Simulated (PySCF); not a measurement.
H12Si5, charge +1, doublet, at a GFN2-xTB geometry (a state made from the parent by changing its charge; the spin is typed, not shown lowest); R2SCAN/3-21G (PySCF).

Here is a job for PySCF.
```python
from pyscf import gto, scf, dft

mol = gto.M(
    atom='''
Si   -0.253109   -2.107674   -1.161540
Si   -0.004939    0.006049   -0.006499
Si   -0.371984    2.100805   -1.158123
Si   -1.706418   -0.055811    1.711927
Si    2.335020    0.058136    0.611323
H    -1.619928   -2.101886   -1.676910
H    -0.014118   -3.248648   -0.286473
H     0.705800   -2.064264   -2.262620
H    -0.177093    3.253908   -0.287848
H    -1.743093    2.031867   -1.657864
H     0.573391    2.104009   -2.271990
H    -3.057723   -0.043711    1.166095
H    -1.446271   -1.274961    2.473624
H    -1.449955    1.121676    2.537808
H     2.532395   -1.124411    1.446085
H     3.221712    0.052130   -0.545276
H     2.494895    1.273222    1.406134
''',
    basis='3-21g',
    charge=1,
    spin=1,
    verbose=4,
)

mf = dft.UKS(mol)
mf.xc = 'r2scan'
mf.DIIS = scf.EDIIS
mf.kernel()
mf.analyze()
```

Question: Write the output that PySCF gives for this input, abridged.

Answer: 
```
PySCF version 2.14.0

[INPUT] verbose = 4
[INPUT] num. atoms = 17
[INPUT] num. electrons = 81
[INPUT] charge = 1
[INPUT] spin (= nelec alpha-beta = 2S) = 1
[INPUT] symmetry False subgroup None
[INPUT] Mole.unit = angstrom
[INPUT] Symbol           X                Y                Z      unit          X                Y                Z       unit  Magmom
[...]
nuclear repulsion = 486.62421228527
number of shells = 59
number of NR pGTOs = 171
number of NR cGTOs = 89
basis = 3-21g
ecp = {}

******** <class 'pyscf.dft.uks.UKS'> ********
method = UKS
initial guess = minao
damping factor = 0
level_shift factor = 0
DIIS = <class 'pyscf.scf.diis.EDIIS'>
diis_start_cycle = 1
diis_space = 8
diis_damp = 0
SCF conv_tol = 1e-09
SCF conv_tol_grad = None
SCF max_cycles = 50
direct_scf = True
direct_scf_tol = 1e-13
number electrons alpha = 41  beta = 40
XC library pyscf.dft.libxc version 7.1.2
    S. Lehtola, C. Steigemann, M. J. T. Oliveira, and M. A. L. Marques,  SoftwareX 7, 1–5 (2018)
XC functionals = r2scan
    J. W. Furness, A. D. Kaplan, J. Ning, J. P. Perdew, and J. Sun,  J. Phys. Chem. Lett. 11, 8208–8215 (2020)
    J. W. Furness, A. D. Kaplan, J. Ning, J. P. Perdew, and J. Sun,  J. Phys. Chem. Lett. 11, 9248–9248 (2020)
    J. W. Furness, A. D. Kaplan, J. Ning, J. P. Perdew, and J. Sun,  J. Phys. Chem. Lett. 11, 8208–8215 (2020)
    J. W. Furness, A. D. Kaplan, J. Ning, J. P. Perdew, and J. Sun,  J. Phys. Chem. Lett. 11, 9248–9248 (2020)
radial grids:
    Treutler-Ahlrichs [JCP 102, 346 (1995); DOI:10.1063/1.469408] (M4) radial grids

becke partition: Becke, JCP 88, 2547 (1988); DOI:10.1063/1.454033
pruning grids: <function nwchem_prune>
grids dens level: 3
symmetrized grids: False
atomic radii adjust function: <function treutler_atomic_radii_adjust>
small_rho_cutoff = 0
Set gradient conv threshold to 3.16228e-05
tot grids = 213600
init E= -1445.40732227435

cycle= 1 E= -1446.356522797  delta_E= -0.949  |g|= 0.188  |ddm|= 2.38
cycle= 2 E= -1446.33100820333  delta_E= 0.0255  |g|= 0.247  |ddm|= 0.837
cycle= 3 E= -1446.38525011766  delta_E= -0.0542  |g|= 0.0463  |ddm|= 0.543
cycle= 4 E= -1446.38525011778  delta_E= -1.21e-10  |g|= 0.0463  |ddm|= 3.25e-09
cycle= 5 E= -1446.38525011762  delta_E= 1.6e-10  |g|= 0.0463  |ddm|= 4.45e-09
cycle= 6 E= -1446.38525011765  delta_E= -2.86e-11  |g|= 0.0463  |ddm|= 9.13e-10
cycle= 7 E= -1446.38525011747  delta_E= 1.81e-10  |g|= 0.0463  |ddm|= 4.68e-09
cycle= 8 E= -1446.38525011762  delta_E= -1.45e-10  |g|= 0.0463  |ddm|= 3.6e-09
[...]
SCF not converged.
Total Energy =                       -1446.387234022726034
[...]
spin_pop of  11 H 1s       -0.00443
spin_pop of  11 H 2s        0.00005
spin_pop of  12 H 1s        0.02011
spin_pop of  12 H 2s        0.00009
spin_pop of  13 H 1s        0.02507
spin_pop of  13 H 2s        0.00010
spin_pop of  14 H 1s        0.02301
spin_pop of  14 H 2s        0.00010
spin_pop of  15 H 1s       -0.00486
spin_pop of  15 H 2s        0.00006
spin_pop of  16 H 1s        0.02237
spin_pop of  16 H 2s        0.00010
 ** Mulliken Spin Density (per atom)  **
spin density of  0 Si =      0.10310
spin density of  1 Si =      0.43955
spin density of  2 Si =      0.09476
spin density of  3 Si =      0.09738
spin density of  4 Si =      0.10241
spin density of  5 H =      0.02408
spin density of  6 H =     -0.00488
spin density of  7 H =      0.02114
spin density of  8 H =     -0.00415
spin density of  9 H =      0.02307
spin density of  10 H =      0.02175
spin density of  11 H =     -0.00438
spin density of  12 H =      0.02020
spin density of  13 H =      0.02517
spin density of  14 H =      0.02311
spin density of  15 H =     -0.00480
spin density of  16 H =      0.02247
 ** Mulliken pop alpha/beta on meta-lowdin orthogonal AOs **
 ** Mulliken pop       alpha | beta **
In total            41.00000 | 40.00000
 ** Mulliken atomic charges   ( Nelec_alpha | Nelec_beta ) **
charge of  0Si =      0.27546  (     6.91382      6.81072 )
charge of  1Si =      0.02304  (     7.20825      6.76870 )
charge of  2Si =      0.27416  (     6.91030      6.81554 )
charge of  3Si =      0.27410  (     6.91164      6.81426 )
charge of  4Si =      0.27490  (     6.91375      6.81135 )
charge of  5H =     -0.01080  (     0.51744      0.49336 )
charge of  6H =     -0.00726  (     0.50119      0.50607 )
charge of  7H =     -0.01174  (     0.51644      0.49530 )
charge of  8H =     -0.00750  (     0.50168      0.50582 )
charge of  9H =     -0.01155  (     0.51731      0.49424 )
charge of  10H =     -0.01200  (     0.51688      0.49513 )
charge of  11H =     -0.00721  (     0.50142      0.50580 )
charge of  12H =     -0.01257  (     0.51639      0.49619 )
charge of  13H =     -0.01100  (     0.51809      0.49291 )
charge of  14H =     -0.01151  (     0.51731      0.49420 )
charge of  15H =     -0.00703  (     0.50112      0.50592 )
charge of  16H =     -0.01147  (     0.51697      0.49450 )

WARN: System has nonzero charge 1; the dipole moment is origin-dependent.
Location of origin: [0. 0. 0.]

Dipole moment(X, Y, Z, Debye):  0.00345, -0.01204, -0.01098
```

Convergence was not reached.
